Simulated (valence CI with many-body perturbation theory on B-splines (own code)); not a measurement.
## Ta68+: electric-dipole lines

Calculated by relativistic CI+MBPT: three valence electrons over a frozen Dirac-Fock core [He], a basis of 11 s, 11 p, 10 d, 8 f, 5 g, 2 h functions for each j, with the one-electron correlation potential Σ1 (screened to all orders), the two-electron term Σ2, the three-electron term Σ3, Breit, model QED; selected single and double excitations, second order for the rest, scaled by the run's own slope (own B-spline code, finite nucleus).

The last digits are not significant, and no measured levels were compared; by estimate large intervals hold to a few tenths of a per cent, small ones and those within an open d or f shell to about a per cent.

Lines 1 to 50 of 574 in falling wavelength, among levels below 14919 eV, chosen from the strongest by gf and those to the six lowest levels. Wavelengths and rates use the calculated energies. Electric multipoles are in the length gauge with retardation, E1 and E2 with the static RPA response of the core. Weak lines are less certain than strong ones. Lines between different terms over intervals too small for the method are left out, as are lines whose strength nearly cancels. The highest levels of a list are the least certain.

Levels are named by their leading jj configuration (3d3/2^4 stands for four electrons in 3d with j = 3/2), which in mixed levels can hold well under half, so a name can repeat and another be missing. Letters in brackets count levels of one name in rising energy.

```
λ vac (nm)                          Upper                          Lower   A (s⁻¹)  S (a.u.) with core polarisation  S without
     42.04          (2p1/2^2 4f7/2) J=7/2          (2p1/2^2 4d5/2) J=5/2  6.15e+08                         1.80e-01   1.80e-01
     40.84         (2s 2p1/2 4f7/2) J=5/2         (2s 2p1/2 4d5/2) J=3/2  5.95e+08                         1.20e-01   1.20e-01
     39.99     (2s 2p1/2 4f7/2) J=7/2 [b]     (2s 2p1/2 4d5/2) J=5/2 [b]  6.50e+08                         1.64e-01   1.64e-01
     38.73     (2s 2p1/2 4f7/2) J=7/2 [a]     (2s 2p1/2 4d5/2) J=5/2 [a]  7.53e+08                         1.73e-01   1.73e-01
     37.18         (2s 2p1/2 4f7/2) J=9/2         (2s 2p1/2 4d5/2) J=7/2  8.84e+08                         2.24e-01   2.24e-01
     35.58             (2s^2 4f7/2) J=7/2             (2s^2 4d5/2) J=5/2  1.01e+09                         1.79e-01   1.79e-01
     21.94     (2s 2p1/2 4f5/2) J=5/2 [b]     (2s 2p1/2 4d3/2) J=3/2 [b]  3.26e+09                         1.02e-01   1.02e-01
     21.42          (2p1/2^2 4f5/2) J=5/2          (2p1/2^2 4d3/2) J=3/2  4.34e+09                         1.26e-01   1.26e-01
     20.77     (2s 2p1/2 4f5/2) J=5/2 [a]     (2s 2p1/2 4d3/2) J=3/2 [a]  4.63e+09                         1.23e-01   1.23e-01
     20.23             (2s^2 4f5/2) J=5/2             (2s^2 4d3/2) J=3/2  4.31e+09                         1.06e-01   1.06e-01
     20.21         (2s 2p1/2 4f5/2) J=7/2         (2s 2p1/2 4d3/2) J=5/2  4.93e+09                         1.61e-01   1.61e-01
     19.73             (2s^2 4d5/2) J=5/2             (2s^2 4p3/2) J=3/2  4.48e+09                         1.02e-01   1.02e-01
     18.25         (2s 2p1/2 4d5/2) J=7/2         (2s 2p1/2 4p3/2) J=5/2  1.17e+10                         2.82e-01   2.82e-01
     18.06          (2p1/2^2 4d5/2) J=5/2          (2p1/2^2 4p3/2) J=3/2  1.24e+10                         2.15e-01   2.15e-01
     17.83     (2s 2p1/2 4d5/2) J=5/2 [a]     (2s 2p1/2 4p3/2) J=3/2 [a]  1.23e+10                         2.07e-01   2.07e-01
     17.63     (2s 2p1/2 4d5/2) J=5/2 [b]     (2s 2p1/2 4p3/2) J=3/2 [b]  1.11e+10                         1.81e-01   1.81e-01
     16.86         (2s 2p1/2 4d5/2) J=3/2         (2s 2p1/2 4p3/2) J=1/2  1.11e+10                         1.05e-01   1.05e-01
     16.02             (2s^2 4d5/2) J=5/2            (2s 2p1/2 4s) J=3/2  8.66e+09                         1.06e-01   1.06e-01
     8.038      (2p3/2^2 3d5/2) J=5/2 [a]      (2p3/2^2 3p3/2) J=3/2 [a]  1.91e+10                         2.93e-02   2.93e-02
     7.707      (2p1/2 2p3/2 3d5/2) J=9/2      (2p1/2 2p3/2 3p3/2) J=7/2  4.01e+10                         9.06e-02   9.07e-02
     7.703  (2p1/2 2p3/2 3d5/2) J=7/2 [b]  (2p1/2 2p3/2 3p3/2) J=5/2 [b]  3.27e+10                         5.91e-02   5.91e-02
     7.663         (2s 2p3/2 3d5/2) J=9/2         (2s 2p3/2 3p3/2) J=7/2  3.59e+10                         7.98e-02   7.98e-02
     7.661         (2s 2p1/2 3d5/2) J=7/2         (2s 2p1/2 3p3/2) J=5/2  3.83e+10                         6.80e-02   6.80e-02
     7.600     (2s 2p3/2 3d5/2) J=7/2 [a]     (2s 2p3/2 3p3/2) J=5/2 [a]  2.86e+10                         4.96e-02   4.96e-02
     7.590     (2s 2p3/2 3d5/2) J=7/2 [b]     (2s 2p3/2 3p3/2) J=5/2 [b]  2.67e+10                         4.61e-02   4.61e-02
     7.565          (2p3/2^2 3d5/2) J=7/2          (2p3/2^2 3p3/2) J=5/2  3.02e+10                         5.17e-02   5.17e-02
     7.565          (2p1/2^2 3d5/2) J=5/2          (2p1/2^2 3p3/2) J=3/2  4.20e+10                         5.38e-02   5.38e-02
     7.528          (2p3/2^2 3d5/2) J=9/2          (2p3/2^2 3p3/2) J=7/2  3.93e+10                         8.28e-02   8.28e-02
     7.480      (2p3/2^2 3d5/2) J=5/2 [b]      (2p3/2^2 3p3/2) J=3/2 [b]  3.78e+10                         4.69e-02   4.69e-02
     7.478     (2s 2p3/2 3d5/2) J=5/2 [b]     (2s 2p3/2 3p3/2) J=3/2 [b]  2.14e+10                         2.65e-02   2.65e-02
     7.477  (2p1/2 2p3/2 3d5/2) J=7/2 [a]  (2p1/2 2p3/2 3p3/2) J=5/2 [a]  2.77e+10                         4.58e-02   4.58e-02
     7.474             (2s^2 3d5/2) J=5/2             (2s^2 3p3/2) J=3/2  3.06e+10                         3.78e-02   3.78e-02
     7.471  (2p1/2 2p3/2 3d5/2) J=5/2 [b]  (2p1/2 2p3/2 3p3/2) J=3/2 [b]  2.42e+10                         2.98e-02   2.98e-02
     7.465     (2s 2p1/2 3d5/2) J=5/2 [a]     (2s 2p1/2 3p3/2) J=3/2 [a]  3.82e+10                         4.71e-02   4.71e-02
     7.273  (2p1/2 2p3/2 3d5/2) J=5/2 [a]  (2p1/2 2p3/2 3p3/2) J=3/2 [a]  2.93e+10                         3.34e-02   3.34e-02
     7.234     (2s 2p1/2 3d5/2) J=5/2 [b]     (2s 2p1/2 3p3/2) J=3/2 [b]  3.68e+10                         4.13e-02   4.13e-02
     7.079     (2s 2p3/2 3d5/2) J=5/2 [a]     (2s 2p3/2 3p3/2) J=3/2 [a]  2.48e+10                         2.60e-02   2.60e-02
     6.671     (2s 2p1/2 4d3/2) J=3/2 [b]     (2s 2p1/2 4p1/2) J=1/2 [b]  1.09e+11                         6.36e-02   6.36e-02
     6.639         (2s 2p1/2 4d3/2) J=1/2     (2s 2p1/2 4p1/2) J=1/2 [b]  1.64e+11                         4.74e-02   4.74e-02
     6.531             (2s^2 4d3/2) J=3/2             (2s^2 4p1/2) J=1/2  1.52e+11                         8.37e-02   8.36e-02
     6.523         (2s 2p1/2 4d3/2) J=5/2         (2s 2p1/2 4p1/2) J=3/2  1.94e+11                         1.60e-01   1.60e-01
     6.508          (2p1/2^2 4d3/2) J=3/2          (2p1/2^2 4p1/2) J=1/2  2.17e+11                         1.18e-01   1.18e-01
     6.466     (2s 2p1/2 4d3/2) J=3/2 [a]     (2s 2p1/2 4p1/2) J=1/2 [a]  2.12e+11                         1.13e-01   1.13e-01
     6.333     (2s 2p1/2 4d3/2) J=3/2 [b]         (2s 2p1/2 4p1/2) J=3/2  7.06e+10                         3.54e-02   3.54e-02
     6.333         (2s 2p1/2 4p3/2) J=1/2        (2s 2p1/2 4s) J=1/2 [b]  2.20e+11                         5.50e-02   5.50e-02
     6.323            (2s 2p1/2 4s) J=3/2                (2s^2 4s) J=1/2  1.02e+11                         5.10e-02   5.10e-02
     6.285         (2s 2p1/2 4p3/2) J=5/2             (2s^2 4p3/2) J=3/2  1.82e+11                         1.34e-01   1.34e-01
     6.263     (2s 2p1/2 4p3/2) J=3/2 [b]        (2s 2p1/2 4s) J=1/2 [b]  1.59e+11                         7.69e-02   7.70e-02
     6.255     (2s 2p1/2 4p3/2) J=3/2 [b]             (2s^2 4p3/2) J=3/2  3.83e+10                         1.85e-02   1.85e-02
     6.218      (2p1/2 2p3/2 3p3/2) J=7/2     (2s 2p3/2 3p3/2) J=5/2 [b]  2.71e+10                         2.57e-02   2.57e-02
```
